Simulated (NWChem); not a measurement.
Species: C₆H₉NO; SMILES COc1ccn(C)c1

```xyz
17

C     -0.8903    -2.7057     0.0096
O      0.3830    -2.0906    -0.0120
C      0.3713    -0.7267    -0.0068
C      1.5630     0.0508    -0.0234
C      1.1704     1.3723     0.0007
N     -0.1994     1.4296     0.0392
C     -0.9989     2.6347    -0.0333
C     -0.7076     0.1403     0.0265
H     -1.4859    -2.4241    -0.8713
H     -0.7181    -3.7842     0.0002
H     -1.4508    -2.4340     0.9163
H      2.5740    -0.3305    -0.0344
H      1.7585     2.2795    -0.0046
H     -1.4050     2.7963    -1.0403
H     -0.3776     3.4931     0.2344
H     -1.8325     2.5796     0.6750
H     -1.7716    -0.0370     0.0474
```
Atoms are numbered in this order, from 1.

Level: B3LYP/6-31G* (spherical d) (NWChem), optimised geometry, unscaled harmonic frequencies. B3LYP is NWChem's, with the RPA form of VWN correlation.

### Question
List the harmonic frequencies with IR intensities, and the thermochemistry.

### Answer
```csv
frequency (cm⁻¹),IR intensity (km/mol)
73,0.2
100,5.3
157,1.2
202,1.8
228,0.1
343,0.6
362,2.3
490,1.7
598,7.9
606,9.1
611,6.2
664,3.7
733,1.7
740,68.4
804,3.1
995,9.7
1008,6.6
1075,19.5
1100,47.3
1114,22.3
1158,6.2
1190,0.9
1205,14.2
1248,34.9
1284,13.1
1385,187.0
1436,54.5
1442,8.5
1480,12.8
1501,0.3
1513,4.8
1514,9.5
1538,13.8
1547,5.3
1568,32.7
1632,118.8
3008,54.7
3040,78.5
3058,57.8
3102,28.7
3145,13.9
3150,30.7
3263,2.2
3283,2.9
3291,1.6
```

```yaml
zero_point_energy: 90.0 kcal/mol
thermal correction to the enthalpy at 298.15 K (with zero-point energy): 95.7 kcal/mol
heat capacity Cv: 29.3 cal/(mol K)
entropy at 298.15 K and 1 atm (symmetry number 1): 88.4 cal/(mol K)
dipole_moment: 2.68 D
```

Rigid rotor and harmonic oscillator; modes under 100 cm⁻¹ make the entropy uncertain.
